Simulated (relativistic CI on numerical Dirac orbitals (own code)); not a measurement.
## Spin-allowed bands of a d2 ion in an octahedral site, by hand

Problem. Take Δ = 15400 cm⁻¹ and B = 880 cm⁻¹ for a d2 ion in an octahedral site. Calculate the three spin-allowed bands.

Working.
1. The terms of highest spin are 3F (energy 0) and 3P (15B = 13200 cm⁻¹). Here the F term splits into A2 at +1.2Δ = 18480, T2 at +0.2Δ = 3080 and T1 at −0.6Δ = -9240 cm⁻¹.
2. The two T1 states mix through the element 0.4Δ: H = [[-9240, 6160], [6160, 13200]], with roots ½(H₁₁ + H₂₂) ∓ ½√[(H₂₂ − H₁₁)² + 4H₁₂²] = ½(3960) ∓ ½(25600) = -10820 and 14780 cm⁻¹.
3. The ground term is 3T1 at -10820 cm⁻¹.
4. Bands: 3T2 13900 cm⁻¹ (719 nm), 3T1(P) 25600 cm⁻¹ (391 nm), 3A2 29300 cm⁻¹ (341 nm).

Check. Exact diagonalisation of the whole d2 shell with these parameters gives 3T2 13900, 3T1 25600, 3A2 29300 cm⁻¹. The match is exact, since without spin-orbit coupling no other term has this spin. The ratio of the second band to the first, 1.842, depends on Δ/B = 17.5 alone, which is how a Tanabe-Sugano diagram is read.
